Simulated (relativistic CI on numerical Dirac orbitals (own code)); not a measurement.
The magnetic moment of free Tm²⁺ at 300 K

Problem. Tm²⁺ (4f13) has the ground term 2F°, whose calculated levels (Dirac-Coulomb-Breit CI, one configuration) lie at J = 5/2: 8702, J = 7/2: 0 cm⁻¹. Find the effective moment at 300 K in LS coupling.

Working.
1. S = 1/2, L = 3. The ground level J = 7/2 has g_J = 3/2 + [S(S + 1) − L(L + 1)]/[2J(J + 1)] = 1.1429 and g_J√(J(J + 1)) = 4.54 μB.
2. kT = 208.5 cm⁻¹. Populations (2J + 1)e^(−E/kT)/Z: J = 7/2: 1.000.
3. The field also mixes neighbouring J. With F_J = [(S + L + 1)² − J²][J² − (S − L)²]/J, each level gains α_J = [F_(J+1)/(E_(J+1) − E_J) − F_J/(E_J − E_(J−1))]/[6(2J + 1)], and μ²(J) = g_J²J(J + 1) + 3kT α_J.
4. Values of μ²(J): J = 7/2: 20.571 + 0.021.
5. The thermal average gives μ_eff = 4.54 μB, or χT = μ²/8 = 2.57 cm³ K mol⁻¹.

Check. With the measured levels of this term (Martin, Zalubas and Hagan, Atomic Energy Levels: The Rare-Earth Elements, NSRDS-NBS 60 (1978); Li et al., J. Phys. B 34, 1349 (2001): 5/2: 8774, 7/2: 0) the same steps give μ_eff = 4.54 μB. The computed ground level holds 100 % of 2F° and has g = 1.1419, with g_s = 2.0023, relativistic corrections, against 1.1429 above. The excited levels lie far above kT, so the ground-level formula is enough. A crystal field changes the moment at low temperature.
